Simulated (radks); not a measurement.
Re2+, 73 electrons, occupied as [Xe] 4f13.5 5d5 6p0.5 (fractional occupations, a model configuration).

Method: Dirac Kohn-Sham, PBEsol, spin-unpolarised, spherical densities, point nucleus; open shells fill j = l - 1/2 first; computed with a radial shooting solver on a logarithmic mesh with Libxc functionals.

Energy parts (hartree):
part                       energy
total                 -16711.1949
kinetic                18902.0661
electron-nucleus      -41756.7159
Hartree                 6470.6372
exchange-correlation    -327.1823

Orbitals (lengths in bohr, moments of r in powers of bohr):
orbital,occ.,eigenvalue (hartree),<r>,<r^4>,<r^2>
1s1/2,2,-2629.801,0.01804,5.460e-07,0.0004480
2s1/2,2,-456.3690,0.07559,0.00008128,0.006820
2p1/2,2,-436.7019,0.06248,0.00004884,0.004861
2p3/2,4,-383.8207,0.07055,0.00007200,0.006059
3s1/2,2,-106.3443,0.1970,0.002995,0.04450
3p1/2,2,-97.57272,0.1870,0.002637,0.04078
3p3/2,4,-86.09089,0.2020,0.003514,0.04733
3d3/2,4,-71.36598,0.1765,0.002374,0.03661
3d5/2,6,-68.87363,0.1811,0.002591,0.03840
4s1/2,2,-22.87428,0.4401,0.06955,0.2189
4p1/2,2,-19.21648,0.4446,0.07558,0.2252
4p3/2,4,-16.52664,0.4779,0.1006,0.2599
4d3/2,4,-10.52273,0.4923,0.1268,0.2809
4d5/2,6,-10.02461,0.5036,0.1386,0.2937
5s1/2,2,-3.88242,1.029,2.069,1.189
5p1/2,2,-2.76371,1.124,3.105,1.431
4f5/2,6,-2.45786,0.5687,0.3566,0.4000
4f7/2,7.5,-2.36373,0.5770,0.3805,0.4122
5p3/2,4,-2.34651,1.223,4.366,1.692
5d3/2,4,-0.88998,1.689,19.47,3.332
5d5/2,1,-0.85035,1.741,22.05,3.544
6p1/2,0.5,-0.55314,3.146,185.2,11.13
6p3/2,0,-0.50602,3.388,246.2,12.89

The highest occupied level is 6p1/2 at -15.052 eV. Summed over all electrons, <r^2> = 45.53 bohr^2, which gives a Langevin (diamagnetic) susceptibility term of -36.1 x 10^-6 cm^3/mol. The density falls to 0.001 e/bohr^3 at r = 3.94 bohr.
